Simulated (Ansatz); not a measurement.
Cost and result for the atomization energy of C3H9AlSi, SMILES `[CH3][Al]1[CH2]C[SiH2]1` (14 atoms, 14 bonds).

Cartesian coordinates in Å:
```
C -2.206 0.451 1.591
Al -0.658 0.000 0.489
C -0.010 0.483 -1.320
C 1.490 0.157 -1.079
Si 1.478 -1.146 0.332
H -2.696 1.372 1.264
H -2.949 -0.353 1.534
H -1.937 0.558 2.646
H -0.437 -0.245 -2.024
H -0.183 1.468 -1.760
H 2.007 1.043 -0.692
H 2.024 -0.149 -1.984
H 1.412 -2.530 -0.233
H 2.664 -1.109 1.238
```

Total charge 0; spin multiplicity 1. The geometry is a stationary point of PBE0-D4/def2-TZVP. Program: Ansatz. All runs use 4 threads of an Arm Neoverse V1 on a shared host. Times are those of one run each, without the atoms' runs, and a repeat can differ threefold. Electronic energies, without spin–orbit coupling; frozen cores. CCSD(T)/CBS adds CCSD(T) − MP2 in def2-TZVPP to the MP2 limit, and its time is that of the two runs behind it. T1 = 0.011. B3LYP takes the VWN-RPA correlation (the form of Gaussian; ORCA's B3LYP/G).

CCSD(T)/CBS is a level of theory with its own doubt, some kJ/mol a heavy atom from the limit and from the frozen cores, so smaller differences don't rank the functionals.

```json
{"level": "PBE-D4/def2-TZVPP (with forces)", "functions": "303", "wall time": "3.5 s"}
{"level": "PBE0-D4/def2-TZVPP", "functions": "303", "wall time": "4.5 s"}
{"level": "r2SCAN-D4/def2-TZVPP (with forces)", "functions": "303", "wall time": "7 s"}
{"level": "B3LYP-D4/def2-TZVPP (with forces)", "functions": "303", "wall time": "7.5 s"}
{"level": "B2PLYP/def2-TZVPP", "functions": "303", "wall time": "8.5 s"}
{"level": "ωB97X-V/def2-TZVPP", "functions": "303", "wall time": "12 s"}
{"level": "ωB97M-V/def2-TZVPP (with forces)", "functions": "303", "wall time": "18 s"}
{"level": "MP2/def2-QZVPP", "functions": "581", "wall time": "35 s"}
{"level": "CCSD(T)/def2-TZVPP", "functions": "303", "wall time": "13 min"}
{"level": "CCSD(T)/CBS(def2)", "functions": "–", "wall time": "14 min"}
```

(1) What atomization energy does each give, and how far from CCSD(T)/CBS? (Estimate.)

Answers

(1) The calculation gave: 
```json
{"level": "PBE-D4/def2-TZVPP (with forces)", "atomization (kcal/mol)": "1200.8", "difference from CCSD(T)/CBS": "13.4", "per bond": "1.0"}
{"level": "PBE0-D4/def2-TZVPP", "atomization (kcal/mol)": "1191.6", "difference from CCSD(T)/CBS": "4.2", "per bond": "0.3"}
{"level": "r2SCAN-D4/def2-TZVPP (with forces)", "atomization (kcal/mol)": "1192.4", "difference from CCSD(T)/CBS": "5.0", "per bond": "0.4"}
{"level": "B3LYP-D4/def2-TZVPP (with forces)", "atomization (kcal/mol)": "1185.4", "difference from CCSD(T)/CBS": "-2.0", "per bond": "-0.1"}
{"level": "B2PLYP/def2-TZVPP", "atomization (kcal/mol)": "1172.7", "difference from CCSD(T)/CBS": "-14.7", "per bond": "-1.0"}
{"level": "ωB97X-V/def2-TZVPP", "atomization (kcal/mol)": "1192.5", "difference from CCSD(T)/CBS": "5.1", "per bond": "0.4"}
{"level": "ωB97M-V/def2-TZVPP (with forces)", "atomization (kcal/mol)": "1190.5", "difference from CCSD(T)/CBS": "3.1", "per bond": "0.2"}
{"level": "MP2/def2-QZVPP", "atomization (kcal/mol)": "1183.7", "difference from CCSD(T)/CBS": "-3.7", "per bond": "-0.3"}
{"level": "CCSD(T)/def2-TZVPP", "atomization (kcal/mol)": "1160.4", "difference from CCSD(T)/CBS": "-27.0", "per bond": "-1.9"}
{"level": "CCSD(T)/CBS(def2)", "atomization (kcal/mol)": "1187.4", "difference from CCSD(T)/CBS": "0.0", "per bond": "0.0"}
```

The D4 term adds +11.1 kcal/mol with B3LYP and +5.9 kcal/mol with PBE0; it sums over pairs of atoms, weighted by their polarisabilities, and B3LYP, whose exchange is more repulsive, gets the larger term. From PBE to PBE0 (25 % exact exchange), in def2-TZVPP and without D4, the atomization energy moves by −8.2 kcal/mol: exact exchange takes away binding that semilocal exchange gives to molecules. In def2-TZVPP, CCSD(T) changes the Hartree–Fock value by +265.3 kcal/mol (the triples alone add +14.4 kcal/mol) and MP2 by +272.7 kcal/mol; breaking electron pairs costs correlation energy, which Hartree–Fock lacks.
